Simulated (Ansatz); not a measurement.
`[O]=[Nb]([OH])([F])[F]` + H–F → `[O]=[Nb]([F])([F])[F]` + H₂O at 298.15 K and 1 bar (ligand exchange at the Nb–O bond).

Computed with Ansatz on PBE0-D4/def2-TZVP structures; ΔE is electronic, products minus reactants. CBS: MP2 limit from def2 TZ/QZ plus the TZ coupled-cluster correction, frozen cores. This one scheme is used for every species. Elements past krypton have def2 core potentials. For Nb outer-core shells are correlated without core-valence functions, which leaves a few kJ/mol of doubt a bond. Each species was taken in one conformer, which may not be the lowest.

```
                 species  CCSD(T)/CBS energy (Eh)  H − E (kJ/mol)  S (J/(mol·K))
`[O]=[Nb]([OH])([F])[F]`               -407.69372            74.1          336.2
                     H–F               -100.39570            33.5          173.6
 `[O]=[Nb]([F])([F])[F]`               -431.71862            43.7          321.1
                     H₂O                -76.37941            66.4          188.7
```

H − E and S are ideal-gas, rigid-rotor, harmonic terms from PBE0-D4/def2-TZVP, for one conformer and one mirror image of each species. 1 Eh = 2625.50 kJ/mol, R = 8.31446 J/(mol·K).

**Question.** By hand: ΔE, ΔH, ΔS and ΔG.

**Answer.** ΔE = (-431.71862) + (-76.37941) − (-407.69372) − (-100.39570) = -0.00861 Eh = -22.6 kJ/mol. Δ(H − E) = 43.7 + 66.4 − 74.1 − 33.5 = 2.5, so ΔH = -20.1 kJ/mol. ΔS = 321.1 + 188.7 − 336.2 − 173.6 = 0.0 J/(mol·K). ΔG = -20.1 − 298.15 × (0.0)/1000 = -20.1 kJ/mol.

**Question.** By hand: the equilibrium constant, and the temperature at which ΔG would vanish if ΔH and ΔS stayed fixed.

**Answer.** log₁₀ K = −ΔG/(RT ln 10) = 3.5. With ΔH or ΔS at zero there is no such temperature.

The number of gas molecules stays the same, so ΔS is small and ΔH decides. A doubt of 5 kJ/mol in ΔE shifts log₁₀ K by 0.9 here. Other conformers and mirror images would add mixing entropy, several J/(mol·K) or more a flexible species. These are equilibria of isolated gas molecules and say nothing of rates. Largest T1 diagnostic: 0.022 (customary marks: 0.02 for closed shells, 0.045 for open ones).

ΔS is within the doubt of such terms, so its sign, and with it that verdict, could turn.
